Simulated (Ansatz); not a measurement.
Consider the formal exchange of groups at the Si–O bond: `F[SiH](F)[O][GeH3]` + `C#N` → `N#C[SiH](F)F` + `[OH][GeH3]`.

Isolated molecules relaxed with PBE0-D4/def2-TZVP in Ansatz; ΔE leaves out vibrations. CCSD(T)/CBS is the MP2 limit (def2-TZVPP, def2-QZVPP) plus CCSD(T) − MP2 in def2-TZVPP, frozen cores. This one scheme is used for every species. DFT in def2-TZVPP. For Ge outer-core shells are correlated without core-valence functions, which leaves a few kJ/mol of doubt a bond. Scalar relativity is left out up to krypton. Each species was taken in one conformer, which may not be the lowest.

`F[SiH](F)[O][GeH3]`:

Z-matrix (Å, degrees):
```
Si
F 1 1.587
O 1 1.598 2 110.8
F 1 1.586 2 105.6 3 -120.1
H 1 1.465 2 109.2 3 122.5
Ge 3 1.788 1 139.0 2 -55.8
H 6 1.534 3 108.3 1 -18.8
H 6 1.533 3 106.5 1 101.7
H 6 1.531 3 105.3 1 -139.0
```

`C#N`:

Z-matrix (Å, degrees):
```
C
N 1 1.146
H 1 1.069 2 180.0
```

`N#C[SiH](F)F`:

Cartesian coordinates in Å:
```
N -0.131 0.068 2.427
C -0.063 0.050 1.279
Si 0.014 -0.055 -0.555
F 1.516 0.153 -0.977
F -0.851 1.127 -1.132
H -0.484 -1.343 -1.042
```

`[OH][GeH3]`:

Z-matrix (Å, degrees):
```
Ge
O 1 1.783
H 1 1.531 2 104.3
H 1 1.541 2 109.9 3 119.6
H 1 1.541 2 109.9 3 -119.6
H 2 0.959 1 112.7 3 180.0
```

| level | ΔE (kJ/mol) |
| --- | --- |
| PBE0-D4 | 108.9 |
| CAM-B3LYP-D4 | 119.8 |
| revPBE | 94.9 |
| CCSD(T)/def2-TZVPP | 115.1 |

Task: What does CCSD(T)/CBS give? (Estimate.)

Result: Ansatz gave: +115.7 kJ/mol. The listed levels differ from it by -6.8, 4.1, -20.8, -0.6 kJ/mol.

Largest T1 diagnostic among the species: 0.014.

In def2-TZVPP, CCSD(T) changes the Hartree–Fock value by −13.0 kJ/mol (the triples alone add −2.6 kJ/mol) and MP2 by −14.1 kJ/mol. From r2SCAN to r2SCAN0 (25 % exact exchange), in def2-TZVPP and without D4, ΔE moves by +4.6 kJ/mol.
